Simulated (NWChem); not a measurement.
C$_{4}$H$_{5}$NO; SMILES O1C=CC=NC1

```xyz
11

C      1.3846    -0.1341    -0.1523
C      0.5794    -1.2238     0.0243
O     -0.7438    -1.1183     0.1994
C     -1.2944     0.1708    -0.2340
N     -0.5292     1.3270     0.1412
C      0.7537     1.1554     0.0900
H      2.4713    -0.2452    -0.2570
H      0.9414    -2.2608     0.1273
H     -1.3881     0.1273    -1.3503
H     -2.3063     0.1968     0.2130
H      1.3970     2.0295     0.3155
```
Atoms are numbered in this order, from 1.

Results from NWChem. All runs use the structure optimised with PBE-D3(BJ)/def2-SVP. Total energies compare along this basis series because the functional is fixed.

| level | basis functions | energy (Ha) | highest occupied level (eV) | orbital gap (eV) | dipole (D) |
|---|---|---|---|---|---|
| PBE0/cc-pVDZ | 109 | -285.0533 | -6.41 | 5.31 | 1.80 |
| PBE0/aug-cc-pVDZ | 183 | -285.0724 | -6.63 | 5.20 | 1.97 |
| PBE0/cc-pVTZ | 250 | -285.1302 | [?] | [?] | [?] |

Complete the blanks.


- PBE0/cc-pVTZ, highest occupied level (eV): -6.56
- PBE0/cc-pVTZ, orbital gap (eV): 5.26
- PBE0/cc-pVTZ, dipole (D): 1.91
